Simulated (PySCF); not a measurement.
C₃H₄F₂Si, SMILES C#CC(F)(F)[SiH3].

Geometry: PBE-D3(BJ)/def2-SVP. The structure was generated by enumeration, and PubChem lists no compound with its InChIKey, so it may never have been made.

All values below come from ωB97X/def2-TZVP run with PySCF.

Symmetry labels are those of the subgroup Cs that the program uses (full group Cs).

Computed valence orbital energies around the gap with their symmetry:
```tsv
orbital	symmetry	energy (eV)
HOMO−7	A"	-15.00
HOMO−6	A'	-14.73
HOMO−5	A"	-14.33
HOMO−4	A'	-12.86
HOMO−3	A"	-12.74
HOMO−2	A'	-12.07
HOMO−1	A"	-11.29
HOMO	A'	-10.76
LUMO	A'	1.66
LUMO+1	A"	1.77
LUMO+2	A'	2.38
LUMO+3	A"	3.34
```
